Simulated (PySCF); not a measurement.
# How methods differ on the excitation energy of Ge

Ge [Ar] 3d10 4s2 4p2 (3P) → Ge [Ar] 3d10 4s1 4p3 (5S), as a difference of total energies. Calculation: PySCF 2.14, in x2c-TZVPPall with one added diffuse shell each of s, p, d type (7s6p5d1f, 57 functions); the spin-free X2C one-electron Hamiltonian (Gaussian nucleus). Correlated levels: valence: [Ar] 3d10 frozen; valence and next inner shell: [Ne] frozen. The calculations carry no spin-orbit coupling.

Task: Order these methods by the excitation energy they give, lowest first.
A. SCS-MP2 (valence and next inner shell)
B. UHF
C. PBE
D. r2SCAN0

Result: B (28558 cm⁻¹), D (39656 cm⁻¹), A (39999 cm⁻¹), C (46072 cm⁻¹).

Errors of the correlated levels include the incompleteness of this basis and the frozen core.

For comparison: 40958 cm⁻¹ (measured; NIST levels, between the centres of gravity of the two terms).
